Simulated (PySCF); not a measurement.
**Broadened absorption spectrum of C5H7NSSi**

Compound: C₅H₇NSSi.
SMILES: `CSC1=CC[Si@H]1C#N`

Method: PySCF 2.14.0, density-fitted response routines, TDDFT PBE0/def2-SVPD, vertical, gas phase, core orbitals frozen in the response. Isolated species at its GFN2-xTB geometry (one conformer only). Torsions of this conformer, `[CH3:1][S:2][C:3]1=[CH:4][CH2:5][Si@H:6]1[C:7]#[N:8]`: C1–S2–C3–C4 -175°.

Computed states:

| state | E (eV) | f |
| --- | --- | --- |
| S1 | 4.12 | 0.0014 |
| S2 | 4.84 | 0.063 |
| S3 | 5.01 | 0.050 |
| S4 | 5.34 | 0.014 |
| S5 | 5.97 | 0.012 |
| S6 | 6.22 | 0.030 |
| S7 | 6.26 | 0.037 |
| S8 | 6.32 | 0.0035 |

Each state is given a Gaussian of 0.25 eV full width at half maximum, with ε(max) = 2.175×10⁸ f / Δν̃ (Δν̃ the width in cm⁻¹). The width is an assumption, not a result. The curve ends short of the highest state used, and states not computed would add to its high-energy end.

(1) What does the envelope look like, and where are its maxima?

(2) Coming from long wavelengths, where does ε first pass 100 L mol⁻¹ cm⁻¹?

(3) On this curve, what absorbance would a 10⁻³ mol/L sample give at 248 nm over a 1 cm path?

## Answers

(1) 
```
E (eV)  ε (L mol⁻¹ cm⁻¹)
  3.74                 0
  3.83                 4
  3.92                26
  4.00                79
  4.09               143
  4.17               131
  4.26                61
  4.35                14
  4.43                 6
  4.52                67
  4.60               498
  4.69              2459
  4.78              6183
  4.86              8620
  4.95              8629
  5.03              6812
  5.12              3676
  5.21              1723
  5.29              1532
  5.38              1370
  5.46               745
  5.55               193
  5.64                34
  5.72                80
```

Maxima: 301 nm (4.12 eV), ε about 150, made up of S1 (100%); 253 nm (4.90 eV), ε about 9000, made up of S2 (64%) and S3 (36%); 233 nm (5.32 eV), ε about 1500, made up of S4 (94%) (hardly more than a shoulder) (ε in L mol⁻¹ cm⁻¹; maxima over ε = 5, shares over 10%). At its high-energy end, 5.72 eV, the curve is still rising (ε about 80, from S5).

(2) At about 308 nm (4.03 eV), 0.09 eV below S1.

(3) 248 nm is 4.999 eV, where ε is about 7700 L mol⁻¹ cm⁻¹, so A = ε c l ≈ 7.7 (Beer–Lambert, with the gas-phase spectrum and the assumed width).

Time: 32 s; peak memory 0.92 GiB. Hardware: Intel Xeon 6975P-C, one thread, on a shared host.
